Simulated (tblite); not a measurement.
Problem. Give a GFN2-xTB geometry of InChI=1S/C8H11N3/c1-2-5-11-9-6-8(10-11)7-3-4-7/h2,6-7H,1,3-5H2.

Solution. 
Z-matrix in Å and degrees, rows numbered from 1:
```
C 
C   1  1.3184
C   2  1.5021  1  123.98
N   3  1.4369  2  110.54  1  -121.96
N   4  1.3090  3  122.39  2    89.75
C   5  1.3238  4  104.74  3  -177.74
C   6  1.4047  5  108.22  4     0.14
C   7  1.4635  6  130.25  5  -179.64
C   8  1.5051  7  119.73  6    29.86
C   9  1.4924  8   60.33  7  -108.99
N   4  1.3126  3  122.60  2   -87.55
H   1  1.0763  2  121.92  3  -179.98
H   1  1.0776  2  121.76  3    -0.42
H   2  1.0814  1  121.33  3  -178.96
H   3  1.0940  2  109.96  1   119.74
H   3  1.0916  2  110.70  1    -2.47
H   6  1.0701  5  121.33  4  -179.57
H   8  1.0824  7  112.75  6   175.40
H   9  1.0792  8  118.03 10  -108.86
H   9  1.0794  8  117.70 10   108.41
H  10  1.0792  8  117.86  9   108.82
H  10  1.0794  8  117.76  9  -108.44
```

N4 (pyrrole-type nitrogen) is planar (angles 122.6°, 122.4° and 115.0°, sum 359.9°, 0.02 Å off the plane of its three neighbours). The 3-membered ring C8–C9–C10 has internal angles of 59.4° to 60.3°. N5 (pyridine-type nitrogen) is bent (angle 104.7°). The C–C distances run from 1.318 Å (C1=C2, drawn double) to 1.506 Å (C8–C10, drawn single), a spread of 0.188 Å.

Computed geometry: GFN2-xTB, gas phase.

Point group: C1 (no symmetry element, even within 0.4 Å). Its GFN2-xTB frequencies are all real (lowest 19 cm⁻¹). One conformer, not necessarily the lowest (C1–C2–C3–N4 -122°, C2–C3–N4–N5 90°, C6–C7–C8–C9 30°). 3 starts were optimised and ended at 0.00, 0.07 and 0.09 kcal/mol (GFN2-xTB); the lowest of these is shown.
